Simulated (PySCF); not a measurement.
**How good is the calculation?**

Bonds (- single, = double, # triple, : aromatic): F1-C2 1.331 Å, C2:C3 1.387 Å, C3:C4 1.382 Å, C4:C5 1.389 Å, C5:C6 1.383 Å, C6:N7 1.333 Å, N7:C2 1.303 Å. C3 carries H8; C4 carries H9; C5 carries H10; C6 carries H11.

Published estimates (parent shift plus substituent increments) and measurements: δ 13C C2 163.7; C6 147.8; C4 141.3; C5 121.2; C3 109.7; δ 1H H11 8.23; H9 7.78; H10 7.20; H8 6.95 ppm (estimated from measurements, as parent shift plus tabulated substituent increment; solution, not stated per compound (mostly CDCl3 or CCl4); Pretsch, Buehlmann, Badertscher, Structure Determination of Organic Compounds, 4th ed. (2009)). Coupling constants: 1J(C2,F1) 236.7 Hz, 3J(C6,F1) 14.7 Hz, 4J(C5,F1) 4.2 Hz, 3J(C4,F1) 7.8 Hz, 2J(C3,F1) 37.4 Hz.

How the numbers were obtained: coordinates at the PBE0-D3(BJ)/def2-TZVP level, shieldings: GIAO PBE0/pcSseg-2, B3LYP/pcJ-2 coupling constants (spin–dipole term only in couplings to heteroatoms), in PySCF 2.14.0 with density-fitted response routines (one computed conformer, gas phase, relativity neglected).

Question: Set the calculated values beside the experiment.

Answer: 
Reference values: estimated from measurements, as parent shift plus tabulated substituent increment (solution, not stated per compound (mostly CDCl3 or CCl4); Pretsch, Buehlmann, Badertscher, Structure Determination of Organic Compounds, 4th ed. (2009)).
```tsv
atoms	quantity	reference	computed	computed, scaled
C2	δ 13C	163.7	176.9	165.0
C6	δ 13C	147.8	159.9	148.9
C4	δ 13C	141.3	150.2	139.9
C5	δ 13C	121.2	128.5	119.4
C3	δ 13C	109.7	117.1	108.8
H11	δ 1H	8.23	8.60	8.13
H9	δ 1H	7.78	8.00	7.58
H10	δ 1H	7.20	7.32	6.95
H8	δ 1H	6.95	7.07	6.71
```

Computed shifts are σ(ref) − σ with the named reference compound (TMS for H and C) calculated as an isolated molecule at the same level. The measured values may be among those fitted. Shieldings were converted by linear fits to measured shifts (mostly CDCl3, TMS scale, for H and C): 13C: δ = 173.50 − 0.940σ (rms 2.1 ppm, 507 shifts, 2.1 ppm with the 1 outlier that the fit left out); 1H: δ = 29.34 − 0.925σ (rms 0.15 ppm, 293 shifts, 0.16 ppm with the 4 outliers that the fit left out). A few per cent of atoms miss by over 2 rms, more outside the fitted compound classes.

Coupling constants in Hz (some tables give magnitudes without signs):
```tsv
coupling	reference	computed	source
1J(C2,F1)	236.7	-302.7	measured; liquid or solution; F. J. Weigert, PhD thesis, Caltech 1968 (Carbon-13 magnetic resonance spectroscopy)
3J(C6,F1)	14.7	14.9	measured; liquid or solution; F. J. Weigert, PhD thesis, Caltech 1968 (Carbon-13 magnetic resonance spectroscopy)
4J(C5,F1)	4.2	7.2	measured; liquid or solution; F. J. Weigert, PhD thesis, Caltech 1968 (Carbon-13 magnetic resonance spectroscopy)
3J(C4,F1)	7.8	5.8	measured; liquid or solution; F. J. Weigert, PhD thesis, Caltech 1968 (Carbon-13 magnetic resonance spectroscopy)
2J(C3,F1)	37.4	37.6	measured; liquid or solution; F. J. Weigert, PhD thesis, Caltech 1968 (Carbon-13 magnetic resonance spectroscopy)
```

Question: How far are the unscaled 13C shifts from the references?

Answer: Mean signed difference +9.78 ppm, mean absolute 9.78 ppm over 5 comparisons; the largest is +13.2 ppm at C2 (aromatic carbon bearing fluorine).

Question: How far are the unscaled 1H shifts from the references?

Answer: Mean signed difference +0.21 ppm, mean absolute 0.21 ppm over 4 comparisons; the largest is +0.37 ppm at H11 (hydrogen on an aromatic CH next to a ring nitrogen).

Common functionals overestimate the size of one-bond C–F couplings by tens of Hz; these are unscaled.
